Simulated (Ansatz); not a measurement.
Consider the silylene loss: `[SiH3][Al]1[CH2][GaH]1` → `[CH2]1[AlH][GaH]1` + `[SiH2]`.

Gas-phase electronic energies from Ansatz, PBE0-D4/def2-TZVP geometries. CBS: MP2 limit from def2 TZ/QZ plus the TZ coupled-cluster correction, frozen cores. This one scheme is used for every species. Functionals use def2-TZVPP. HSE06 is defined as in plane-wave codes. For Ga outer-core shells are correlated without core-valence functions, which leaves a few kJ/mol of doubt a bond. Scalar relativity is left out up to krypton.

| level | ΔE (kJ/mol) | difference from CCSD(T)/CBS |
| --- | --- | --- |
| revPBE-D4 | 259.7 | 6.9 |
| BLYP-D4 | 240.3 | -12.5 |
| PBE0-D4 | 272.0 | 19.2 |
| HSE06-D4 | 272.2 | 19.4 |
| BHLYP-D4 | 253.1 | 0.3 |
| CAM-B3LYP-D4 | 250.4 | -2.4 |
| ωB97M-V | 240.5 | -12.3 |
| B2PLYP | 246.8 | -6.0 |
| PBE-QIDH | 270.7 | 17.9 |
| BLYP | 228.6 | -24.2 |
| HSE06 | 266.9 | 14.1 |
| RPA@PBE/def2-TZVPP | 228.5 | -24.3 |
| CCSD/def2-SVP | 233.3 | -19.5 |
| CCSD(T)/def2-TZVPP | 247.3 | -5.5 |
| SCS-MP2/def2-QZVPP | 251.1 | -1.7 |
| MP2/CBS(def2) | 266.2 | 13.4 |
| CCSD(T)/CBS | 252.8 | 0 |

Largest T1 diagnostic among the species: 0.015.

The D4 term adds +9.7 kJ/mol with B3LYP and +5.5 kJ/mol with PBE0; it sums over pairs of atoms, weighted by their polarisabilities, and B3LYP, whose exchange is more repulsive, gets the larger term. In def2-TZVPP, CCSD(T) changes the Hartree–Fock value by +23.3 kJ/mol (the triples alone add +6.5 kJ/mol) and MP2 by +36.7 kJ/mol. Leaving LDA and LC-ωPBE aside and taking each functional with its dispersion term where it has one, the values, not all of them listed here, spread over 36.5 kJ/mol, from BLYP-D4 to r2SCAN-D4. LDA lies +29.0 kJ/mol from PBE without D4.

CCSD(T)/CBS has its own doubt, a few kJ/mol and more with outer-core shells, so smaller differences from it don't rank the levels.

B3LYP here is the variant with VWN-RPA as its local correlation; programs differ in this.
